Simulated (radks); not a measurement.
The nuclear charge of neutral iron is varied continuously with 26 electrons held in [Ar] 3d6 4s2. Calculated with a radial shooting solver on a logarithmic mesh with Libxc functionals: Dirac Kohn-Sham, PBE, spin-unpolarised, spherical densities, finite nucleus; open shells fill j = l - 1/2 first; Fermi nuclear charge, rms radius 3.7377 fm. By the Hellmann-Feynman theorem dE/dZ = E(electron-nucleus)/Z, the electronic potential at the nucleus (averaged over a nucleus of fixed radius).

Z,E (hartree),E(electron-nucleus)/Z (hartree),HOMO,e(HOMO) (eV),<r> HOMO (bohr)
25.8,-1249.17482,-115.922,4s1/2,-3.781,3.132
25.9,-1260.79729,-116.528,4s1/2,-4.519,3.058
26,-1272.48033,-117.133,4s1/2,-5.289,2.989
26.1,-1284.22385,-117.737,4s1/2,-6.089,2.925
26.2,-1296.02779,-118.341,4s1/2,-6.918,2.865
26.3,-1307.89210,-118.945,4s1/2,-7.776,2.808
26.4,-1319.81673,-119.548,4s1/2,-8.661,2.755
26.5,-1331.80162,-120.150,4s1/2,-9.573,2.704
26.6,-1343.84673,-120.752,4s1/2,-10.512,2.655
26.7,-1355.95202,-121.354,4s1/2,-11.477,2.610
26.8,-1368.11746,-121.955,4s1/2,-12.468,2.566
26.9,-1380.34302,-122.556,4s1/2,-13.483,2.524
27,-1392.62867,-123.157,4s1/2,-14.523,2.484

The central difference of E at Z = 26 is -117.133 hartree, to compare with the third column; the second derivative is -6.05 hartree.
